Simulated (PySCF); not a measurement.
SnI3, SMILES [I][Sn-]([I])[I], charge -1.

Geometry: B3LYP-D3(BJ)/def2-SVPD. The isomer is the one that the SMILES or the coordinates give; other isomers of the formula were not compared. The def2 effective core potentials stand for the cores of I, Sn; spin–orbit coupling is left out.

Two levels are set side by side: PBE/def2-SVPD (PySCF) and HF/def2-SVPD (PySCF). Same geometry, gas phase. Differences are taken from unrounded values.

| quantity | HF |
|---|---|
| orbital gap (eV) | 8.70 |
| highest occupied level (eV) | -4.71 |
| lowest empty level (eV) | 3.99 |
| mean polarisability (bohr³) | 181.4 |

Task: What does PBE give, and how far is it from HF? (Estimate from the structure and the level; the computed values follow.)

Result: 
```csv
quantity,PBE,PBE minus HF
orbital gap (eV),3.14,-5.56
highest occupied level (eV),-2.03,2.68
lowest empty level (eV),1.11,-2.88
mean polarisability (bohr³),200.3,18.9
```

Without exact exchange PBE keeps part of each electron's self-repulsion, which lifts occupied levels and narrows the gap. PBE's more diffuse valence density responds more strongly to a field. Differences between two approximate levels are no errors against the true value.

Rough cost on one machine, each run with all the roots and properties that it gave: HF against PBE about 1/3.
